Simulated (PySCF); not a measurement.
# F²⁺ (fluorine, charge +2) across methods

[He] 2s2 2p2 3d1, one real determinant (an excited configuration). Calculation: PySCF 2.14, in x2c-TZVPPall with one added diffuse shell each of s, p, d type (6s4p3d1f, 40 functions); scalar relativity by spin-free X2C-1e.

```json
{"method": "M06-L", "E (hartree)": "-96.1053", "mean ε 2s β (eV)": "-76.471", "mean ε 2p α (eV)": "-64.235", "mean ε 3d α (eV)": "-10.678", "Σ⟨r²⟩ (bohr²)": "10.27", "⟨S²⟩": "3.751"}
{"method": "BHandHLYP", "E (hartree)": "-96.1037", "mean ε 2s β (eV)": "-80.870", "mean ε 2p α (eV)": "-70.039", "mean ε 3d α (eV)": "-11.797", "Σ⟨r²⟩ (bohr²)": "10.24", "⟨S²⟩": "3.752"}
{"method": "B97-3", "E (hartree)": "-96.0924", "mean ε 2s β (eV)": "-78.731", "mean ε 2p α (eV)": "-66.829", "mean ε 3d α (eV)": "-11.333", "Σ⟨r²⟩ (bohr²)": "10.24", "⟨S²⟩": "3.751"}
{"method": "PBE", "E (hartree)": "-96.0305", "mean ε 2s β (eV)": "-75.673", "mean ε 2p α (eV)": "-63.221", "mean ε 3d α (eV)": "-10.623", "Σ⟨r²⟩ (bohr²)": "10.22", "⟨S²⟩": "3.751"}
{"method": "UHF", "E (hartree)": "-95.87956", "mean ε 2s β (eV)": "-84.174", "mean ε 2p α (eV)": "-76.287", "mean ε 3d α (eV)": "-12.818", "Σ⟨r²⟩ (bohr²)": "10.30", "⟨S²⟩": "3.752"}
{"method": "r2SCAN", "E (hartree)": "-96.0688", "mean ε 2s β (eV)": "-76.200", "mean ε 2p α (eV)": "-64.618", "mean ε 3d α (eV)": "-10.497", "Σ⟨r²⟩ (bohr²)": "10.27", "⟨S²⟩": "3.752"}
{"method": "PBE0", "E (hartree)": "-96.0351", "mean ε 2s β (eV)": "-78.230", "mean ε 2p α (eV)": "-66.653", "mean ε 3d α (eV)": "-11.277", "Σ⟨r²⟩ (bohr²)": "10.23", "⟨S²⟩": "3.751"}
{"method": "TPSSh", "E (hartree)": "-96.1244", "mean ε 2s β (eV)": "-77.023", "mean ε 2p α (eV)": "-65.048", "mean ε 3d α (eV)": "-10.856", "Σ⟨r²⟩ (bohr²)": "10.24", "⟨S²⟩": "3.751"}
```

(1) Estimate the same row for LDA.

⟨L²⟩ = 7.97 against 12 for a pure F term, so this real determinant mixes terms. The outer electron is Rydberg-like, and this basis confines it to a smaller radius and binds it less than a complete one would.

## Answers

(1) E (hartree) = -95.4410; mean ε 2s β (eV) = -75.422; mean ε 2p α (eV) = -63.113; mean ε 3d α (eV) = -10.333; Σ⟨r²⟩ (bohr²) = 10.19; ⟨S²⟩ = 3.751.
